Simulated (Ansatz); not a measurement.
Basis-set extrapolation for H5NOSi2 (PBE0-D4/def2-TZVP geometry, frozen core, Ansatz 0.2.0). Multiplicity 1, RHF reference.

|  | def2-TZVPP | def2-QZVPP |
| --- | --- | --- |
| HF | -710.247668 | -710.272590 |
| MP2 correlation | -0.680012 | -0.732265 |
| CCSD(T) correlation | -0.744844 | not run |

Energies in hartree. Use E(X) = E(∞) + A·exp(−7.88·√X) for Hartree–Fock and E(X) = E(∞) + B·X^(−2.97) for correlation, with X = 3 and 4, and add CCSD(T) minus MP2 of the smaller set to the MP2 limit.

What is the CCSD(T) energy at the basis-set limit?

HF limit: -710.272590 + (-0.024922) × 0.13774 = -710.27602. MP2 limit: -0.732265 + (-0.052253) × 0.74074 = -0.77097. Higher-order term: -0.744844 − (-0.680012) = -0.06483. Total: -711.11182 hartree, 74.9 kcal/mol below CCSD(T)/def2-TZVPP.
